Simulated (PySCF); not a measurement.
## Se (selenium, neutral) across methods

[Ar] 3d10 4s2 4p4, high-spin 3P determinant. All numbers are calculated (PySCF 2.14, scalar relativity by spin-free X2C-1e, in ANO-RCC-VTZP (6s5p3d1f, 43 functions)).

```json
{"method": "PBE", "E (hartree)": "-2429.488", "mean ε 4s β (eV)": "-16.239", "mean ε 4p α (eV)": "-7.139", "mean ε 4p β (eV)": "-5.709", "Σ⟨r²⟩ (bohr²)": "40.97", "⟨S²⟩": "2.003"}
{"method": "r2SCAN", "E (hartree)": "-2429.797", "mean ε 4s β (eV)": "-16.343", "mean ε 4p α (eV)": "-7.537", "mean ε 4p β (eV)": "-5.979", "Σ⟨r²⟩ (bohr²)": "40.52", "⟨S²⟩": "2.005"}
{"method": "UHF", "E (hartree)": "-2428.07083", "mean ε 4s β (eV)": "-20.798", "mean ε 4p α (eV)": "-11.588", "mean ε 4p β (eV)": "-9.443", "Σ⟨r²⟩ (bohr²)": "40.84", "⟨S²⟩": "2.011"}
{"method": "BP86", "E (hartree)": "-2430.143", "mean ε 4s β (eV)": "-16.429", "mean ε 4p α (eV)": "-7.208", "mean ε 4p β (eV)": "-5.856", "Σ⟨r²⟩ (bohr²)": "40.90", "⟨S²⟩": "2.003"}
{"method": "wB97X", "E (hartree)": "-2429.880", "mean ε 4s β (eV)": "-20.506", "mean ε 4p α (eV)": "-10.691", "mean ε 4p β (eV)": "-9.177", "Σ⟨r²⟩ (bohr²)": "40.64", "⟨S²⟩": "2.003"}
{"method": "TPSSh", "E (hartree)": "-2429.744", "mean ε 4s β (eV)": "-16.820", "mean ε 4p α (eV)": "-7.763", "mean ε 4p β (eV)": "-6.266", "Σ⟨r²⟩ (bohr²)": "40.59", "⟨S²⟩": "2.004"}
{"method": "LDA", "E (hartree)": "-2426.226", "mean ε 4s β (eV)": "-16.611", "mean ε 4p α (eV)": "-7.209", "mean ε 4p β (eV)": "-5.810", "Σ⟨r²⟩ (bohr²)": "41.00", "⟨S²⟩": "2.002"}
{"method": "M06-L", "E (hartree)": "-2429.724", "mean ε 4s β (eV)": "-16.147", "mean ε 4p α (eV)": "-7.256", "mean ε 4p β (eV)": "-5.661", "Σ⟨r²⟩ (bohr²)": "40.30", "⟨S²⟩": "2.006"}
{"method": "PBE0", "E (hartree)": "-2429.537", "mean ε 4s β (eV)": "-17.664", "mean ε 4p α (eV)": "-8.427", "mean ε 4p β (eV)": "-6.858", "Σ⟨r²⟩ (bohr²)": "40.65", "⟨S²⟩": "2.004"}
```
